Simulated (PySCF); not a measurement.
# Which determinant of Bi₂ lies lowest?

Unrestricted PBE0; basis Bi def2-TZVPP with ECP60; scalar-relativistic core potentials; PySCF 2.14. Outer shells of the fragments: Bi 5d10 6s2 6p3; Bi 5d10 6s2 6p3.

Followed along the bond (rough minima from three points):

```tsv
2Ms+1	unpaired	⟨S²⟩ at the start	R at minimum (Å)	Te (eV)
1	none	0.00	2.61	0.00
3	π ↑↑	2.36	2.83	1.06
3	π ↑↑	2.01	2.81	1.52
1	π ↑↓	1.01	2.80	1.66
5	π ↑↑↑↑	6.01	none in the scan	≤ 1.37
```

Solutions found at the starting distance of 2.920 Å, counted from the lowest of them; the search is not exhaustive and high or unbound solutions are not listed, so other states can lie among these:

```csv
2Ms+1,unpaired,term,E (eV),⟨S²⟩,⟨Lz²⟩
1,none,¹Σ⁺,0.00,0.00,0.00
3,π ↑↑,mixed,0.52,2.36,2.01
5,π ↑↑↑↑,⁵Σ⁺,0.87,6.01,0.00
3,π ↑↑,mixed,1.03,2.01,2.01
1,π ↑↓,mixed,1.17,1.01,2.01
1,π ↑↑↓↓,mixed,1.50,2.01,4.04
3,"σ ↑, π ↑",³Π,1.79,2.01,1.01
1,"σ ↓, π ↑",mixed,1.93,1.01,1.01
5,"σ ↑, π ↑↑↑",⁵Π,2.05,6.01,1.01
3,"σ ↑, π ↑↑↓",mixed,2.51,3.01,3.03
```

A term symbol is given only where ⟨S²⟩ and ⟨Lz²⟩ are close to those of a pure state; real π, δ and φ orbitals otherwise mix terms, and g/u labels are left off.

Problem. Compare the gap between the two lowest followed solutions at the starting distance with the gap between their minima.

Solution. At PBE0 the second solution (Ms = 1 of mixed spin, unpaired electrons π ↑↑) lies +0.52 eV from the first (singlet, closed shell) at 2.920 Å and +1.06 eV at the minima; the two curves relax by different amounts, since their minima lie near 2.83 and 2.61 Å.

These are scalar-relativistic numbers at best; spin–orbit coupling would shift them, the dissociation energy most.
